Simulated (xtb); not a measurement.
Species: C₄H₄, SMILES `C1=CC=C1` (charge 0, multiplicity 1).

Q: Give a relaxed geometry from GFN2-xTB (xtb 6.7.1).

A: the end point of this relaxation (outside a Z-matrix the atoms follow the SMILES, hydrogens last).
Cartesian coordinates (Å) in one orientation:
```xyz
8

C     -0.574    -0.844    -0.003
C     -0.924     0.435     0.002
C      0.574     0.844     0.003
C      0.924    -0.435    -0.002
H     -1.085    -1.787    -0.007
H     -1.843     0.986     0.005
H      1.085     1.787     0.007
H      1.843    -0.986    -0.005
```
